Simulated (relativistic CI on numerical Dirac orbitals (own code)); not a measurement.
Sc2+: K-beta X-ray emission

Computed with this model: Dirac-Coulomb-Breit CI, KLI orbitals optimised for each configuration, QED by a radiative potential, valence Slater integrals scaled by 0.8, multiplet model of X-ray emission after core ionisation; configurations [Ar] 3d → 1s 2s2 2p6 3s2 3p6 3d → [Ne] 3s2 3p5 3d; 300 K; Lorentzian 2.24 eV and Gaussian 1 eV FWHM. Energies are those of the free ion, without screening or charge transfer. S is read from ⟨S²⟩ = S(S + 1).

Field parameters in Wybourne normalisation: D3d B²₀ = −7Dσ, B⁴₀ = −14Dq − 21Dτ, B⁴₃ = −14√(10/7) Dq. The field is a parameter set, without covalency.

free ion: ground-state S = 0.50, centroid 4461.17 eV. Peaks (eV, height): 4450.8 (10), 4460.8 (99), 4462.2 (100).

D3d, 10Dq = 16600, Dσ = -1200, Dτ = 200 cm⁻¹: ground-state S = 0.50, centroid 4461.18 eV. Peaks (eV, height): 4449.6 (8), 4462.2 (100).

Strongest unbroadened transitions for free ion:

```tsv
Energy (eV)	Relative strength
4450.64	20.4
4450.70	18.2
4460.17	40.4
4460.23	32.5
4460.36	17.6
4460.37	42.8
4460.38	35.3
4460.48	82.6
4460.59	46.7
4460.60	18.0
4462.25	88.9
4462.41	100.0
4462.46	14.5
4462.63	83.2
4463.50	36.4
4463.63	28.5
4463.64	17.6
4463.72	20.2
```
